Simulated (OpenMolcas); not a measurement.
# Ti3+: moving the ligands

Ti3+ with 2 ligands (sulfide) in linear coordination (D∞h) at 2.19 Å. A charge of +0.5 e stands 2.4 Å behind each ligand. Ligand basis ANO-RCC-VDZP.

```json
{
 "Program": "OpenMolcas",
 "Method": "SS-CASPT2, IPEA 0.25 Eh, imaginary shift 0.1 Eh (closed shells correlated: 3s 3p and the ligand valence shells)",
 "Basis": "ANO-RCC-VDZP [5s4p2d1f]",
 "Scalar Hamiltonian": "DKH2, point nucleus",
 "Active space": "1 electron in 5 orbitals (3d)",
 "State averaging": "2S+1 = 2 even, 5 roots",
 "Spin-orbit coupling": "RASSI with atomic mean-field integrals over the reference wave functions"
}
```

Runs around this geometry, states (labels by Λ). Energies in cm-1 above the lowest state or level, χT in cm3 K/mol.

| R (Å) | Ground state | First state of that spin | First gap with spin-orbit (degeneracies) | χT at 300 K |
| --- | --- | --- | --- | --- |
| 2.11 | 2Δ | 2Σ 4820 | 250 (2, 2) | 0.585 |
| 2.19 | 2Δ | 2Σ 5870 | 250 (2, 2) | 0.580 |
| 2.34 | 2Δ | 2Σ 7090 | 260 (2, 2) | 0.572 |

The sulfide ions are held by bare point charges, a crude embedding. Ligand-to-metal charge-transfer states are missing. The least metal-like active orbital is 68 % on the metal (Löwdin) and no ligand orbital is active, so the numbers are rough (holds for R = 2.11). The least metal-like active orbital is 73 % on the metal (Löwdin) and no ligand orbital is active, so the numbers are rough (holds for R = 2.19). The least metal-like active orbital is 79 % on the metal (Löwdin) and no ligand orbital is active, so the numbers are rough (holds for R = 2.34). No measured value stands beside these numbers; the geometry was imposed, not optimised, and the real ion may take another.
